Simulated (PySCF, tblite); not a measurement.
A database entry of computed molecular properties. Lists by class give the value and the number of equivalent atoms.

```json
{
 "formula": "CH10N2Si3",
 "smiles": "[H]/N=C\\[SiH2]N([SiH3])[SiH3]",
 "charge": 0,
 "multiplicity": 1,
 "geometry_level": "GFN2-xTB",
 "electronic_structure_code": "PySCF",
 "results": {
  "GFN2-xTB geometry": {
   "point_group": "C1",
   "rotational_constants_GHz": [2.315, 1.31, 1.051]
  },
  "PBE0/pcSseg-1 ground state and GIAO shieldings, non-relativistic": {
   "dipole_D": 1.99,
   "homo_eV": -7.0,
   "lumo_eV": -0.78,
   "shift_vs_computed_TMS_C_by_class_ppm": [
    [190.0, 1]
   ],
   "shift_vs_computed_TMS_H_by_class_ppm": [
    [13.73, 1],
    [9.15, 1],
    [4.8, 2],
    [4.77, 6]
   ],
   "shielding_other_nuclei_by_class_ppm": [
    ["N", -178.4, 1],
    ["N", 287.5, 1],
    ["Si", 391.3, 1],
    ["Si", 395.9, 2]
   ]
  },
  "GFN2-xTB harmonic vibrations, gas phase": {
   "strongest_ir_bands_cm-1_km_per_mol_modes": [
    [782.5, 450.6, 1],
    [802.2, 741.2, 1],
    [983.7, 516.8, 1],
    [2235.1, 672.8, 1],
    [2273.0, 526.5, 1],
    [2279.1, 591.2, 1]
   ],
   "zpe_kcal_per_mol": 63.2
  }
 }
}
```

The rotational constants make it an asymmetric top with κ = (2B − A − C)/(A − C) = -0.59, nearer the prolate limit (−1). The dipole matches unit charges of opposite sign 0.41 Å apart (1 e·Å = 4.8032 D). A dipole of 1.99 D is allowed in C1, and pure rotational transitions are dipole-allowed.

 NMR classes are plain means over equivalent atoms (diastereotopic ones count apart unless rotation or inversion swaps them), as if these changed places fast; in this geometry the members of some classes differ.

Shape of the structure used: `[H]/[N:1]=[CH:2]\[SiH2:3][N:4]([SiH3:5])[SiH3:6]`: N1–C2–Si3–N4 -3°, C2–Si3–N4–Si5 -66°.

One conformer stands for the species.
